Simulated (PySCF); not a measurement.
C2H4NO (SMILES [CH2-]C(N)=O), charge -1, singlet, geometry from GFN2-xTB (in this run its highest filled SCF level lies above zero, so its values depend strongly on the basis, on diffuse functions most of all); HF/STO-3G run with PySCF.

PySCF was given this input:
```python
from pyscf import gto, scf

mol = gto.Mole()
mol.atom = '''
    O     0.32110613    1.27946334    0.38290945
    C    -0.07152129    0.13590853    0.02919906
    N     0.98097901   -0.77888988   -0.45034161
    C    -1.32792987   -0.37556948    0.02513769
    H     0.80110933   -1.73036322   -0.14616487
    H    -1.53323136   -1.38272268   -0.31366156
    H    -2.17708968    0.23305976    0.29417115
    H     1.87021653   -0.46548576   -0.07124953
'''
mol.basis = 'sto-3g'
mol.charge = -1
mol.verbose = 4
mol.build()

mf = scf.RHF(mol)
mf.kernel()
mf.analyze()
```

Output, abridged:

```
PySCF version 2.14.0

[INPUT] verbose = 4
[INPUT] num. atoms = 8
[INPUT] num. electrons = 32
[INPUT] charge = -1
[INPUT] spin (= nelec alpha-beta = 2S) = 0
[INPUT] symmetry False subgroup None
[INPUT] Mole.unit = angstrom
[INPUT] Symbol           X                Y                Z      unit          X                Y                Z       unit  Magmom
[...]
nuclear repulsion = 113.369003799575
number of shells = 16
number of NR pGTOs = 72
number of NR cGTOs = 24
basis = sto-3g
ecp = {}

******** <class 'pyscf.scf.hf.RHF'> ********
method = RHF
initial guess = minao
damping factor = 0
level_shift factor = 0
DIIS = <class 'pyscf.scf.diis.CDIIS'>
diis_start_cycle = 1
diis_space = 8
diis_damp = 0
SCF conv_tol = 1e-09
SCF conv_tol_grad = None
SCF max_cycles = 50
direct_scf = True
direct_scf_tol = 1e-13
Set gradient conv threshold to 3.16228e-05
Initial guess from minao.
init E= -205.311316980023
[...]
cycle= 1 E= -204.332412814657  delta_E= 0.979  |g|= 0.603  |ddm|= 3.74
[...]
cycle= 2 E= -204.455723355634  delta_E= -0.123  |g|= 0.286  |ddm|= 1.25
[...]
cycle= 3 E= -204.478786094345  delta_E= -0.0231  |g|= 0.0522  |ddm|= 0.419
[...]
cycle= 4 E= -204.480053110788  delta_E= -0.00127  |g|= 0.014  |ddm|= 0.0997
[...]
cycle= 5 E= -204.480162031594  delta_E= -0.000109  |g|= 0.00373  |ddm|= 0.0344
[...]
cycle= 6 E= -204.480175488217  delta_E= -1.35e-05  |g|= 0.00142  |ddm|= 0.013
[...]
cycle= 7 E= -204.48017680921  delta_E= -1.32e-06  |g|= 0.00041  |ddm|= 0.00397
[...]
cycle= 8 E= -204.480176946429  delta_E= -1.37e-07  |g|= 0.000152  |ddm|= 0.00123
[...]
cycle= 9 E= -204.480176965965  delta_E= -1.95e-08  |g|= 2.33e-05  |ddm|= 0.000573
[...]
cycle= 10 E= -204.480176966459  delta_E= -4.93e-10  |g|= 7.1e-06  |ddm|= 7.57e-05
[...]
Extra cycle  E= -204.480176966502  delta_E= -4.3e-11  |g|= 3.58e-06  |ddm|= 1.59e-05
converged SCF energy = -204.480176966502
**** SCF Summaries ****
Total Energy =                        -204.480176966501631
Nuclear Repulsion Energy =             113.369003799575140
One-electron Energy =                 -515.173080227237165
Two-electron Energy =                  197.323899461160380
Two-electron Coulomb Energy =          224.653512217654537
DFT Exchange-Correlation Energy =      -27.329612756494157
HOMO-LUMO gap [eV] =                    15.436482006340256
**** MO energy ****
[...]
 ** Mulliken pop on meta-lowdin orthogonal AOs  **
 ** Mulliken pop  **
[...]
 ** Mulliken atomic charges  **
charge of    0O =     -0.48295
charge of    1C =      0.16982
charge of    2N =     -0.31970
charge of    3C =     -0.40790
charge of    4H =      0.06912
charge of    5H =     -0.05335
charge of    6H =     -0.04390
charge of    7H =      0.06887

WARN: System has nonzero charge -1; the dipole moment is origin-dependent.
Location of origin: [0. 0. 0.]

Dipole moment(X, Y, Z, Debye):  1.98601, -2.14191,  0.37469
```
